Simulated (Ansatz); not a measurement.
The multiplicity is imposed and other spin states were not computed.

Species: [Zn(Cl)(OCH3)] (charge 0, multiplicity 1).

**Question.** Give a relaxed geometry from r2SCAN-D4/def2-SVP (Ansatz, a first-principles code).

**Answer.** One answer among several that fit: the end point of this relaxation, one of several conformers.
Cartesian coordinates (Å) in one orientation:
```xyz
7

Zn    -0.017    -0.121     0.022
Cl    -0.390    -0.932     1.913
O      0.301     0.725    -1.489
C      0.407     0.137    -2.757
H      1.239    -0.593    -2.836
H      0.607     0.931    -3.501
H     -0.519    -0.381    -3.082
```
